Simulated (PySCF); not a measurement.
Al(H)(OH)(OEt), C2H7AlO2, SMILES C([O][AlH][OH])C at its PBE0/def2-SVP optimised geometry (Å):

```
12

Al     0.9503    -0.7786     0.0000
H      0.2382    -2.1810     0.0004
O      2.6484    -0.7786     0.0000
H      3.1976     0.0069     0.0010
O      0.1435     0.7069     0.0000
C     -1.0775     1.3685    -0.0096
C     -2.2586     0.4645    -0.3069
H     -1.2320     1.8653     0.9676
H     -1.0393     2.1810    -0.7599
H     -2.3583    -0.3241     0.4561
H     -3.1976     1.0393    -0.3251
H     -2.1413    -0.0253    -1.2870
```

Level of theory: PySCF with PBE0/def2-TZVP. Cells within 0.4 Å of a nucleus heavier than hydrogen are left out (blank, or x).

Map of the Laplacian of the electron density (e/bohr⁵), clipped to [-1.50, 1.50] on the plane z = 0.0 Å:

```
|5555555555555555555555555555555|
|5555555555555555555555555555555|
|5555555555555555555555555555555|
|5555555555555555555555555555555|
|5555555555555555555555555555555|
|5555555555555555555555555555555|
|5555555555555555555555555555555|
|5555555555555555555555555555555|
|5555555555555555555555555555555|
|5555555555555555555555555555555|
|5555555555554555555555555555555|
|555555555559xx56655555555555555|
|555555445541x530165555555555555|
|555555544834553xx65555555555555|
|555555554x45566x065555555555555|
|5555555532555556566555620555555|
|5555555544555555799955105555555|
|55555555555555559xx960xx6555555|
|55555555555555559xx955x06555555|
|5555555555555554478556665555555|
|5555555555555554345555555555555|
|5555555555555552045555555555555|
|5555555555555555555555555555555|
|5555555555555555555555555555555|
|5555555555555555555555555555555|
|5555555555555555555555555555555|
|5555555555555555555555555555555|
|5555555555555555555555555555555|
|5555555555555555555555555555555|
|5555555555555555555555555555555|
|5555555555555555555555555555555|
```
Scale: ten equal steps from -1.50 (start of '0') to 1.50 (end of '9'), in the order '0123456789'; x runs from -5.50 to 5.50, y from -5.50 (bottom) to 5.50 (top).
